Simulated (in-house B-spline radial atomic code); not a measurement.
Levels of two electrons outside the [He] 2s2 2p6 core along the 12-electron series, above the ground level 3s2 J0; labels give the leading configuration and J, and a prime marks the next level of the same label. Computed with a B-spline radial code for spherical atoms: configuration interaction with many-body perturbation theory for the core, Breit and QED.

| ion | Z | first ionisation energy (eV) | excitation of 3s3d J2 (eV) | core correlation Breit and QED part of 3s3d J2 (eV) | excitation of 3s3p J2 (eV) | core correlation Breit and QED part of 3s3p J2 (eV) | excitation of 3s3p J0 (eV) | core correlation Breit and QED part of 3s3p J0 (eV) | excitation of 3s3p J1 (eV) | core correlation Breit and QED part of 3s3p J1 (eV) |
| --- | --- | --- | --- | --- | --- | --- | --- | --- | --- | --- |
| Mg | 12 | 7.6 | 5.7453 | 0.15124 | 2.7091 | 0.10867 | 2.7017 | 0.10885 | 2.7042 | 0.10877 |
| Al+ | 13 | 18.8 | 11.834 | 0.15959 | 4.6495 | 0.1321 | 4.6269 | 0.13266 | 4.6343 | 0.13241 |
| Si2+ | 14 | 33.5 | 17.706 | 0.1377 | 6.5762 | 0.13675 | 6.5282 | 0.13807 | 6.544 | 0.13752 |
| P3+ | 15 | 51.4 | 23.463 | 0.086721 | 8.4981 | 0.13254 | 8.4121 | 0.13504 | 8.4402 | 0.13402 |
| S4+ | 16 | ? | ? | ? | ? | ? | ? | ? | ? | ? |
| Cl5+ | 17 | 96.9 | 34.665 | -0.032712 | 12.365 | 0.11382 | 12.152 | 0.12019 | 12.221 | 0.11766 |
| Ar6+ | 18 | 124.3 | 40.164 | -0.089286 | 14.323 | 0.1023 | 14.015 | 0.11144 | 14.114 | 0.10783 |
| K7+ | 19 | 154.9 | 45.626 | -0.14296 | 16.308 | 0.09014 | 15.877 | 0.1027 | 16.015 | 0.097767 |
| Ca8+ | 20 | 188.5 | 51.073 | -0.1918 | 18.326 | 0.078116 | 17.74 | 0.094739 | 17.925 | 0.088239 |
| Sc9+ | 21 | ? | ? | ? | ? | ? | ? | ? | ? | ? |
| Ti10+ | 22 | 265.2 | 61.984 | -0.28351 | 22.481 | 0.052136 | 21.471 | 0.079308 | 21.784 | 0.068776 |
| V11+ | 23 | ? | ? | ? | ? | ? | ? | ? | ? | ? |
| Cr12+ | 24 | 354.2 | 73.011 | -0.36919 | 26.84 | 0.02377 | 25.216 | 0.064961 | 25.706 | 0.049133 |
| Mn13+ | 25 | 403.5 | 78.601 | -0.4094 | 29.115 | 0.0098492 | 27.097 | 0.059442 | 27.697 | 0.040466 |
| Fe14+ | 26 | 455.8 | 84.254 | -0.45092 | 31.461 | -0.0059107 | 28.983 | 0.053278 | 29.707 | 0.030754 |

Q: Fill in the row of S4+.

A: first ionisation energy (eV): 72.6; excitation of 3s3d J2 (eV): 29.107; core correlation Breit and QED part of 3s3d J2 (eV): 0.026476; excitation of 3s3p J2 (eV): 10.425; core correlation Breit and QED part of 3s3p J2 (eV): 0.12396; excitation of 3s3p J0 (eV): 10.285; core correlation Breit and QED part of 3s3p J0 (eV): 0.12815; excitation of 3s3p J1 (eV): 10.331; core correlation Breit and QED part of 3s3p J1 (eV): 0.12647.

Q: Fill in the row of Sc9+.

A: first ionisation energy (eV): 225.3; excitation of 3s3d J2 (eV): 56.52; core correlation Breit and QED part of 3s3d J2 (eV): -0.23897; excitation of 3s3p J2 (eV): 20.381; core correlation Breit and QED part of 3s3p J2 (eV): 0.065041; excitation of 3s3p J0 (eV): 19.604; core correlation Breit and QED part of 3s3p J0 (eV): 0.08654; excitation of 3s3p J1 (eV): 19.847; core correlation Breit and QED part of 3s3p J1 (eV): 0.078172.

Q: Fill in the row of V11+.

A: first ionisation energy (eV): 308.1; excitation of 3s3d J2 (eV): 67.477; core correlation Breit and QED part of 3s3d J2 (eV): -0.3266; excitation of 3s3p J2 (eV): 24.631; core correlation Breit and QED part of 3s3p J2 (eV): 0.038155; excitation of 3s3p J0 (eV): 23.341; core correlation Breit and QED part of 3s3p J0 (eV): 0.071832; excitation of 3s3p J1 (eV): 23.736; core correlation Breit and QED part of 3s3p J1 (eV): 0.05883.
